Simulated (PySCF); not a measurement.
**Spin states of KH**

Unrestricted PBE0; basis K def2-SVP, H def2-SVP; no relativity; PySCF 2.14. Outer shells of the fragments: K 4s1; H 1s1.

Followed along the bond (rough minima from three points):

```tsv
2Ms+1	unpaired	⟨S²⟩ at the start	R at minimum (Å)	Te (eV)
1	none	0.00	2.28	0.00
3	σ ↑↑	2.00	none in the scan	≤ 1.97
```

Solutions found at the starting distance of 2.265 Å, counted from the lowest of them; the search is not exhaustive and high or unbound solutions are not listed, so other states can lie among these:

| 2Ms+1 | unpaired | term | E (eV) | ⟨S²⟩ | ⟨Lz²⟩ | μ (D) |
| --- | --- | --- | --- | --- | --- | --- |
| 1 | none | ¹Σ⁺ | 0.00 | 0.00 | 0.00 | -7.84 |
| 3 | σ ↑↑ | ³Σ⁺ | 2.11 | 2.00 | 0.00 | 3.32 |
| 3 | σ ↑, π ↑ | ³Π | 3.30 | 2.00 | 1.00 | -0.40 |
| 1 | σ ↑, π ↓ | mixed | 3.35 | 1.00 | 1.00 | -0.19 |

A term symbol is given only where ⟨S²⟩ and ⟨Lz²⟩ are close to those of a pure state; real π, δ and φ orbitals otherwise mix terms. A positive dipole means K(−)H(+).

Counting both spins, an empty level lies below a filled one in some of these solutions, because spin and occupation are held.
